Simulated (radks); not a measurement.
The numbers below are computed, except where a source is named.
Task: Spherical quantum dot in the effective-mass picture: electrons in a well V = -V0 / (1 + exp((r - R)/a)) with V0 = 9.17, R = 6.7, a = 0.5, all in effective atomic units (hartree* = m*/eps^2 hartree, bohr* = eps/m* bohr), one dielectric constant everywhere. Level of theory: non-relativistic Kohn-Sham, LDA (Slater exchange, Perdew-Wang correlation), spin-polarised, spherical densities (a radial shooting solver with Libxc functionals). Levels are named by radial order and angular momentum (1s, 1p, 1d, 2s, ...), and open shells are averaged over m. Results are scaled to m* = 0.033 and eps = 11.9, for which hartree* = 6.341 meV and bohr* = 19.08 nm. At N = 5 the configuration is 1s2 1p(up 3, down 0). Does electron 6 go into 1d down or 1d up or 1p down?

Result: Into 1p down. The total energies of the other choices lie higher by 0.681 meV (1d up), 0.969 meV (1d down).
